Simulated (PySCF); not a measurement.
C6H10ClO (doublet state).
Cartesian coordinates in Å at the GFN2-xTB level; atoms count from 1:
```xyz
18
C6H10ClO angstrom
C     -2.698    0.193    0.690
C     -1.807   -0.199   -0.413
C     -0.818    0.580   -1.170
C     -0.431   -0.691   -0.405
O      0.306   -0.618    0.785
C      1.688   -0.796    0.636
C      2.387    0.316   -0.143
Cl     2.204    1.882    0.687
H     -2.131    0.707    1.475
H     -3.480    0.861    0.333
H     -3.155   -0.688    1.140
H     -0.788    0.521   -2.251
H     -0.518    1.548   -0.783
H     -0.162   -1.556   -1.015
H      1.903   -1.749    0.122
H      2.082   -0.845    1.655
H      3.454    0.110   -0.218
H      1.955    0.430   -1.137
```

The hyperfine couplings belong to this conformer and change with its torsions.

As a line formula: `C[C]1C[C@H]1OCCCl` [radical].

The calculation used PySCF, UKS B3LYP, pcH-1 on C Cl H O, non-relativistic, mean-field spin-orbit, GIAO. Geometry: GFN2-xTB, one conformer, isolated molecule. A GFN2-xTB geometry isn't a minimum of the functional, and hyperfine couplings can be far from their values at a DFT geometry. Stability of the SCF solution: not tested.

(1) Give the isotropic g value and a_iso(13C) at C2.

(2) For one electron spin and this one nucleus (I = 1/2, g_N = 1.4048), compare first-order, second-order and exact resonance fields at 3.304 GHz.

(3) What g and a would be read from the two outer exact lines by first-order rules?

(4) Give the zero-field levels of this pair of spins.

## Answers

(1) g_iso = 2.00278 and a = +271.15 MHz, or +9.673 mT (Mulliken spin population +0.91). 13C makes up about 1.07 % of the natural element, so this concerns labelled samples or satellites.

(2) First order: B = B0 − a·mI with B0 = 117.868 mT. Second order subtracts a²[I(I+1) − mI²]/(2B0). The exact fields come from the Breit–Rabi levels of H = g μB B Sz − g_N μN B Iz + a S·I.

```
  mI  first order (mT)  second order (mT)  exact (mT)  exact − first order
−1/2           122.705            122.506     122.514               -0.191
+1/2           113.031            112.833     112.825               -0.207
```

(3) Their midpoint, 117.669 mT, gives an apparent g of 2.00616 (true 2.00278), and their distance over 2I an apparent |a| of 9.689 mT (true 9.673).

(4) F = I ± 1/2 = 1 and 0, at a·I/2 = +67.8 MHz and −a(I+1)/2 = -203.4 MHz, that is |a|(I + 1/2) = 271.2 MHz apart; F = 0 lies lower.

Other couplings of abundant isotopes, left aside here: 1 × 1H 92 MHz, 1 × 1H 65 MHz, 3 × 1H 62 MHz, 1 × 1H 59 MHz.

Nuclei that the bonding pattern makes equivalent are averaged, as if the motion that swaps them (rotation, inversion, ring flip) were fast. The three 1H nuclei of mean +61.9 MHz run from 16.2 to 133.7 MHz in the frozen geometry.

The run took 2.2 min of wall time (with the writing of density and orbital grids) on Arm Neoverse V2, one thread, no GPU, shared host, and the process peaked at 1.1 GiB of memory.
